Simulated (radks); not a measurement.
Results of a calculation; reference values are marked as such.
The antimony ion Sb+, configuration [Kr] 4d10 5s1.75 5p2.25 (fractional occupations, a model configuration).

Code: a radial shooting solver on a logarithmic mesh with Libxc functionals. Model: scalar-relativistic Kohn-Sham, PBE, spin-polarised, spherical densities, point nucleus; open shells are filled with parallel spins first (spin-orbit coupling, left out, can overturn this in heavy ions).

Energy parts (hartree):
part                        energy
total                  -6481.11013
kinetic                 6778.69804
electron-nucleus      -15659.27483
Hartree                 2569.37261
exchange-correlation    -169.90595

Orbitals (lengths in bohr, moments of r in powers of bohr; <r^-3> diverges for s and p1/2):
[
 {"orbital": "1s up", "occ.": "1", "eigenvalue (hartree)": "-1114.042", "<r>": "0.02842", "<r^4>": "3.125e-06", "<r^-3>": "-", "<r^2>": "0.001094"},
 {"orbital": "1s down", "occ.": "1", "eigenvalue (hartree)": "-1114.040", "<r>": "0.02842", "<r^4>": "3.125e-06", "<r^-3>": "-", "<r^2>": "0.001094"},
 {"orbital": "2s up", "occ.": "1", "eigenvalue (hartree)": "-169.7969", "<r>": "0.1226", "<r^4>": "0.0005398", "<r^-3>": "-", "<r^2>": "0.01773"},
 {"orbital": "2s down", "occ.": "1", "eigenvalue (hartree)": "-169.7960", "<r>": "0.1226", "<r^4>": "0.0005398", "<r^-3>": "-", "<r^2>": "0.01773"},
 {"orbital": "2p up", "occ.": "3", "eigenvalue (hartree)": "-152.4646", "<r>": "0.1071", "<r^4>": "0.0003889", "<r^-3>": "5037", "<r^2>": "0.01401"},
 {"orbital": "2p down", "occ.": "3", "eigenvalue (hartree)": "-152.4628", "<r>": "0.1071", "<r^4>": "0.0003889", "<r^-3>": "5037", "<r^2>": "0.01401"},
 {"orbital": "3s up", "occ.": "1", "eigenvalue (hartree)": "-33.54860", "<r>": "0.3305", "<r^4>": "0.02377", "<r^-3>": "-", "<r^2>": "0.1249"},
 {"orbital": "3s down", "occ.": "1", "eigenvalue (hartree)": "-33.54652", "<r>": "0.3305", "<r^4>": "0.02377", "<r^-3>": "-", "<r^2>": "0.1249"},
 {"orbital": "3p up", "occ.": "3", "eigenvalue (hartree)": "-27.89919", "<r>": "0.3288", "<r^4>": "0.02509", "<r^-3>": "942.8", "<r^2>": "0.1254"},
 {"orbital": "3p down", "occ.": "3", "eigenvalue (hartree)": "-27.89685", "<r>": "0.3288", "<r^4>": "0.02508", "<r^-3>": "942.8", "<r^2>": "0.1254"},
 {"orbital": "3d up", "occ.": "5", "eigenvalue (hartree)": "-19.28025", "<r>": "0.3054", "<r^4>": "0.02251", "<r^-3>": "129.8", "<r^2>": "0.1106"},
 {"orbital": "3d down", "occ.": "5", "eigenvalue (hartree)": "-19.27809", "<r>": "0.3054", "<r^4>": "0.02250", "<r^-3>": "129.8", "<r^2>": "0.1106"},
 {"orbital": "4s up", "occ.": "1", "eigenvalue (hartree)": "-5.79280", "<r>": "0.7908", "<r^4>": "0.7426", "<r^-3>": "-", "<r^2>": "0.7073"},
 {"orbital": "4s down", "occ.": "1", "eigenvalue (hartree)": "-5.78776", "<r>": "0.7907", "<r^4>": "0.7405", "<r^-3>": "-", "<r^2>": "0.7068"},
 {"orbital": "4p up", "occ.": "3", "eigenvalue (hartree)": "-4.06395", "<r>": "0.8525", "<r^4>": "1.063", "<r^-3>": "174.5", "<r^2>": "0.8298"},
 {"orbital": "4p down", "occ.": "3", "eigenvalue (hartree)": "-4.05835", "<r>": "0.8517", "<r^4>": "1.055", "<r^-3>": "174.6", "<r^2>": "0.8278"},
 {"orbital": "4d up", "occ.": "5", "eigenvalue (hartree)": "-1.55620", "<r>": "1.032", "<r^4>": "2.851", "<r^-3>": "16.92", "<r^2>": "1.258"},
 {"orbital": "4d down", "occ.": "5", "eigenvalue (hartree)": "-1.54446", "<r>": "1.024", "<r^4>": "2.713", "<r^-3>": "17.09", "<r^2>": "1.235"},
 {"orbital": "5s up", "occ.": "1", "eigenvalue (hartree)": "-0.79275", "<r>": "2.157", "<r^4>": "41.98", "<r^-3>": "-", "<r^2>": "5.253"},
 {"orbital": "5s down", "occ.": "0.75", "eigenvalue (hartree)": "-0.72393", "<r>": "2.146", "<r^4>": "42.04", "<r^-3>": "-", "<r^2>": "5.216"},
 {"orbital": "5p up", "occ.": "2.25", "eigenvalue (hartree)": "-0.47412", "<r>": "2.635", "<r^4>": "98.85", "<r^-3>": "15.23", "<r^2>": "7.902"},
 {"orbital": "5p down", "occ.": "0", "eigenvalue (hartree)": "-0.40244", "<r>": "2.675", "<r^4>": "109.0", "<r^-3>": "15.16", "<r^2>": "8.195"}
]

The highest occupied level is 5p up at -12.901 eV. The density falls to 0.001 e/bohr^3 at r = 4.27 bohr. Spin moment in Bohr magnetons: 2.5. Summed over all electrons, <r^2> = 48.03 bohr^2, which gives a Langevin (diamagnetic) susceptibility term of -38 x 10^-6 cm^3/mol.
